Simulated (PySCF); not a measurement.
Positional isomers: propene hydroxy+silyl. Gas-phase values, no solvent. One relaxed conformer stands for each flexible species; it need not be the lowest. Strings in code marks are SMILES.

The four lowest singlet excitations (Tamm–Dancoff). All values below come from ωB97X-D3(BJ)/def2-TZVP // PBE0-D3(BJ)/def2-TZVP (PySCF 2.14.0). Excitations are Tamm–Dancoff values on a coarser integration grid. The basis has no diffuse functions, so Rydberg states are missing or too high.

```json
[
 {"state": "S1", "energy (eV)": "6.62", "wavelength (nm)": "187", "oscillator strength": "0.018"},
 {"state": "S2", "energy (eV)": "7.49", "wavelength (nm)": "166", "oscillator strength": "0.409"},
 {"state": "S3", "energy (eV)": "7.65", "wavelength (nm)": "162", "oscillator strength": "0.064"},
 {"state": "S4", "energy (eV)": "8.07", "wavelength (nm)": "154", "oscillator strength": "0.001"}
]
```

**Question.** Say which member gives these states.
A. `OC/C=C\[SiH3]` (H–O–C–C torsion 73°, O–C–C–C torsion 8°)
B. `C/C=C(/O)[SiH3]` (Si–C–O–H torsion 180°)
C. `C=C([SiH3])CO` (Si–C–C–O torsion -45°, C–C–O–H torsion -59°)
D. `O/C=C\C[SiH3]` (H–O–C–C torsion 4°, C–C–C–Si torsion -89°)

**Answer.** C, `C=C([SiH3])CO` (Si–C–C–O torsion -45°, C–C–O–H torsion -59°)
